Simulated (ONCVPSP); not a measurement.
# Before and after: ONCV potential for cerium

ONCVPSP 4.0.1 input, shortened (lines: element, Z, core and valence counts, functional; n l f; lmax; l rc ep ncon nbas qcut; lloc lpopt rc5 dvloc0; l nproj debl; icmod fcfact rcfact), PBE, scalar-relativistic:

```
  Ce 58.00    9    5        4      upf
    1    0    2.00
    2    0    2.00
    2    1    6.00
    3    0    2.00
    3    1    6.00
    3    2   10.00
    4    0    2.00
    4    1    6.00
    4    2   10.00
    4    3    1.00
    5    0    2.00
    5    1    6.00
    5    2    1.00
    6    0    1.50
    3
    0    2.50    0.00    5    9    5.70
    1    2.15    0.00    4    8    6.60
    2    3.30    0.00    4    8    5.20
    3    0.85    0.00    4    9   14.90
    3    5    0.85    0.00
    0    2    3.60
    1    1    2.80
    2    2    2.90
    3    0    0.60
    3    5.25    1.75
```

Change: core correction Teter function, fcfact 7, rcfact 1.75.

Cutoffs: the cutoffs (Ha) at which the residual kinetic energy of the hardest occupied pseudo-wave falls to 1 and 0.1 mHa per electron; they do not see the model core or the augmentation charge, which bear on the density cutoff. Errors are all-electron minus pseudo energies relative to the spin-unpolarised reference configuration.

Q: How do hardness, ghosts and transferability respond?

A: The potential gets neither clearly harder nor softer (221 Ha and 471 Ha → 221 Ha and 471 Ha); both files keep a bound ghost (d, p, s); of the 3 tests that both files solve, the error grows in 2 and shrinks in 0 by more than 15 % and 0.3 meV (median size 1.8 → 2.1 meV). A model core, the more so a compact one, raises the density cutoff, which this test does not measure.

| quantity | base | changed |
| --- | --- | --- |
| cutoff, loose | 221 Ha | 221 Ha |
| cutoff, tight | 471 Ha | 471 Ha |
| bound ghosts | s, p, d | s, p, d |
| GHOST(+) flags under 300 eV | none | none |
| tests counted as reliable (solved cleanly; for ONCVPSP, near-neutral configurations with less than one 5d electron left out) | 3 of 4 | 3 of 4 |
| error for 4f1 5s2 5p6 5d1 6s2, meV [ΔE -2.44 eV] | -0.1 | -0.2 |
| error for 4f1 5s2 5p6 5d1 6s1, meV [ΔE 3.63 eV] | -1.8 | -2.1 |
| error for 4f1 5s2 5p6 5d1 6s0, meV [ΔE 14.71 eV] | -23 | -29 |
| s: phases at 2.54 bohr within 0.05 rad from the reference energy up to (Ha; the scan ends near 5) | 4.8 | 4.8 |
| p: phases at 2.18 bohr within 0.05 rad from the reference energy up to (Ha; the scan ends near 5) | 0.6 | 0.6 |
| d: phases at 3.34 bohr within 0.05 rad from the reference energy up to (Ha; the scan ends near 5) | 3.5 | 3.5 |
| f: phases at 0.86 bohr within 0.05 rad from the reference energy up to (Ha; the scan ends near 5) | to the end of the scan | to the end of the scan |
| rms error of d²Exc/dni dnj with the model core, mHa | 4.67 | 4.69 |

 A true bound ghost makes a file unfit for plane-wave use even where its test errors are small: the radial tests pick states by their node count and pass the ghost by.
